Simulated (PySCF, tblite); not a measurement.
Compound: C2H14NPSi4.
Z-matrix (Å and degrees, GFN2-xTB geometry), rows numbered from 1:
```
C 
C   1  1.5237
Si  2  1.9160  1  113.63
N   3  1.7325  2  103.70  1    74.51
Si  3  2.3959  2  112.06  1   -58.24
Si  5  2.3835  3   88.08  2  -113.41
P   6  2.2485  5  114.08  3   107.04
Si  3  2.3692  2  116.50  1  -161.14
H   1  1.0892  2  111.02  3   178.66
H   1  1.0878  2  110.83  3   -61.42
H   1  1.0883  2  110.67  3    58.46
H   2  1.0913  1  108.70  3  -121.15
H   2  1.0907  1  109.16  3   123.18
H   4  1.0078  3  120.66  2   -39.85
H   4  1.0064  3  119.63  2   177.65
H   5  1.4740  3  119.82  2     6.30
H   5  1.4721  3  116.52  2   129.75
H   6  1.4760  5  120.25  3  -132.98
H   7  1.3807  6   94.04  5   -48.19
H   7  1.3788  6   95.36  5    44.05
H   8  1.4690  3  114.79  2  -135.61
H   8  1.4680  3  118.99  2   -12.29
```

Method: PBE0/pcSseg-1 in PySCF (dipole) on a GFN2-xTB geometry, gas phase.

Masses are those of the commonest isotopes; rigid-rotor values at the optimised geometry. The values belong to one conformer with, in the numbering `[CH3:1][CH2:2][Si@:3]1([NH2:4])[SiH2:5][Si@H:6]([PH2:7])[SiH2:8]1`, C1–C2–Si3–N4 75°, C2–Si3–N4–H -40° and 178°, Si5–Si6–P7–H -48° and 44°, C2–Si3–Si5–Si6 -113°, Si3–Si5–Si6–P7 107°, Si5–Si6–Si8–Si3 6°, C2–Si3–Si8–Si6 109°.

(1) Give the principal moments of inertia and the rotational constants in GHz.

(2) What kind of rotor is it?

(3) Is it planar, by Δ = Ic − Ia − Ib?

(4) Give the other two planar moments, Paa and Pbb, and the rms extents of the mass along the axes.

(5) Give the coordinates in the principal-axis frame, origin at the centre of mass.

(6) Which lines would a microwave search look for?

Results:

(1) Ia = 422.79, Ib = 999.33, Ic = 1085.41 u·Å²; 505379 MHz·u·Å²/I gives 1195, 505.7 and 465.6 MHz, that is A = 1.1953, B = 0.5057, C = 0.4656 GHz.

(2) An asymmetric top: κ = (2 × 505.7 − 1195 − 465.6)/(1195 − 465.6) = -0.89.

(3) Not planar: Δ = Ic − Ia − Ib = -336.71 u·Å². For a rigid frame Δ = −2 Σ m c², so Σ m c² = 168.36 u·Å² lies off the ab plane: 32.19 from hydrogen and 136.16 from heavier atoms. The atom farthest from that plane is 2.95 Å away.

(4) Paa = Σ m a² = (Ib + Ic − Ia)/2 = 830.98 and Pbb = Σ m b² = (Ia + Ic − Ib)/2 = 254.44 u·Å². With the mass M = 194.99 u, the rms extents √(P/M) along a, b and c are 2.06, 1.14, 0.93 Å.

(5) The sense of each axis is arbitrary; atoms in the order of the calculation.
```json
{"atom": "C1", "mass (u)": "12.000", "a (Å)": "-3.034", "b (Å)": "-1.968", "c (Å)": "0.734"}
{"atom": "C2", "mass (u)": "12.000", "a (Å)": "-2.229", "b (Å)": "-0.814", "c (Å)": "1.319"}
{"atom": "Si3", "mass (u)": "27.977", "a (Å)": "-1.473", "b (Å)": "0.345", "c (Å)": "-0.006"}
{"atom": "N4", "mass (u)": "14.003", "a (Å)": "-2.832", "b (Å)": "1.256", "c (Å)": "-0.578"}
{"atom": "Si5", "mass (u)": "27.977", "a (Å)": "-0.032", "b (Å)": "-0.833", "c (Å)": "-1.515"}
{"atom": "Si6", "mass (u)": "27.977", "a (Å)": "1.793", "b (Å)": "0.408", "c (Å)": "-0.613"}
{"atom": "P7", "mass (u)": "30.974", "a (Å)": "3.151", "b (Å)": "-0.794", "c (Å)": "0.716"}
{"atom": "Si8", "mass (u)": "27.977", "a (Å)": "0.320", "b (Å)": "1.725", "c (Å)": "0.696"}
{"atom": "H9", "mass (u)": "1.008", "a (Å)": "-3.424", "b (Å)": "-2.611", "c (Å)": "1.521"}
{"atom": "H10", "mass (u)": "1.008", "a (Å)": "-3.878", "b (Å)": "-1.597", "c (Å)": "0.156"}
{"atom": "H11", "mass (u)": "1.008", "a (Å)": "-2.414", "b (Å)": "-2.573", "c (Å)": "0.075"}
{"atom": "H12", "mass (u)": "1.008", "a (Å)": "-1.421", "b (Å)": "-1.224", "c (Å)": "1.927"}
{"atom": "H13", "mass (u)": "1.008", "a (Å)": "-2.865", "b (Å)": "-0.242", "c (Å)": "1.997"}
{"atom": "H14", "mass (u)": "1.008", "a (Å)": "-3.726", "b (Å)": "0.812", "c (Å)": "-0.717"}
{"atom": "H15", "mass (u)": "1.008", "a (Å)": "-2.693", "b (Å)": "1.974", "c (Å)": "-1.269"}
{"atom": "H16", "mass (u)": "1.008", "a (Å)": "0.068", "b (Å)": "-2.301", "c (Å)": "-1.436"}
{"atom": "H17", "mass (u)": "1.008", "a (Å)": "-0.271", "b (Å)": "-0.622", "c (Å)": "-2.952"}
{"atom": "H18", "mass (u)": "1.008", "a (Å)": "2.775", "b (Å)": "1.045", "c (Å)": "-1.512"}
{"atom": "H19", "mass (u)": "1.008", "a (Å)": "2.114", "b (Å)": "-1.336", "c (Å)": "1.449"}
{"atom": "H20", "mass (u)": "1.008", "a (Å)": "3.201", "b (Å)": "-1.895", "c (Å)": "-0.112"}
{"atom": "H21", "mass (u)": "1.008", "a (Å)": "0.240", "b (Å)": "3.119", "c (Å)": "0.239"}
{"atom": "H22", "mass (u)": "1.008", "a (Å)": "0.601", "b (Å)": "1.852", "c (Å)": "2.131"}
```

(6) The dipole components are |μa| = 2.75 D, |μb| = 0.37 D, |μc| = 0.70 D. Intensities carry the squares of the components, which stand as 1.00 : 0.02 : 0.06 (a : b : c). Some lines, for components of 0.1 D or more:

| type | branch | J(Ka,Kc) | MHz | lower level (cm⁻¹) |
| --- | --- | --- | --- | --- |
| b | R | 4(2,2) ← 3(3,1) | 360 | 0.407 |
| c | Q | 1(1,1) ← 1(0,1) | 690 | 0.032 |
| b | Q | 1(1,0) ← 1(0,1) | 730 | 0.032 |
| b | Q | 5(1,4) ← 5(0,5) | 1056 | 0.484 |
| c | Q | 2(2,1) ← 2(1,1) | 2069 | 0.123 |
| b | Q | 4(2,3) ← 4(1,4) | 2333 | 0.341 |
| a | R | 3(1,3) ← 2(1,2) | 2853 | 0.119 |
| a | R | 3(0,3) ← 2(0,2) | 2907 | 0.097 |
| a | R | 3(2,1) ← 2(2,0) | 2921 | 0.192 |
| c | Q | 5(3,3) ← 5(2,3) | 3505 | 0.582 |
| b | Q | 5(3,3) ← 5(2,4) | 3563 | 0.581 |
| a | R | 4(0,4) ← 3(0,3) | 3868 | 0.194 |
| a | R | 4(1,3) ← 3(1,2) | 3962 | 0.222 |
| c | R | 3(3,0) ← 2(2,0) | 6462 | 0.192 |
| c | R | 4(4,0) ← 3(3,0) | 8853 | 0.407 |
| c | R | 5(4,2) ← 4(3,2) | 9825 | 0.537 |
| c | R | 5(5,1) ← 4(4,1) | 11244 | 0.703 |

Its GFN2-xTB frequencies are all real (lowest 21 cm⁻¹). These are rigid-rotor constants of the computed structure; measured ground-state constants (B0) also hold zero-point vibration. A rigid rotor knows nothing of inversion at nitrogen or internal rotation, which can split or shift real lines. Quadrupole hyperfine structure (14N) is left out.
